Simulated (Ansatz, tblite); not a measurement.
Removing an electron: SeS3⁻. Total charge -1; doublet. Geometry: r2SCAN-D4/def2-SVPD. Ansatz, gas phase; energy differences of separate SCF runs; the oxidised species was run as a singlet alone.

```tsv
atom	x (Å)	y (Å)	z (Å)
S1	0.5838	-1.7270	-1.9733
S2	-0.4821	-0.1256	1.0607
S3	-0.5752	1.6728	1.9437
Se4	0.4735	0.1798	-1.0310
```

The xTB rows come from tblite. The structure comes from a short search, and lower isomers may exist.

```csv
level,−HOMO (eV),vertical IE (eV),−LUMO (eV),HOMO–LUMO gap (eV)
GFN1-xTB,–,6.71,–,–
GFN2-xTB,–,7.92,–,–
PBE-D4/def2-TZVPD,0.30,2.76,-0.18,0.48
r2SCAN-D4/def2-TZVPD,0.54,2.94,-0.17,0.71
PBE0-D4/def2-TZVPD,1.47,3.20,-0.60,2.06
```

 At PBE0-D4/def2-TZVPD the highest occupied level of the doublet has β spin (-1.28 eV), and emptying it gives a triplet, which wasn't run; the ionisation energy to the singlet shown is then probably not the lowest one. HOMO and LUMO are the levels of the spin that leaves or enters (xTB has no such levels and no spin-polarisation term). Other spin states of the ions may lie lower, which would lower the ionisation energy or raise the affinity. Raw xTB energy differences between charge states are shifted by several eV; the methods need an empirical correction for them.
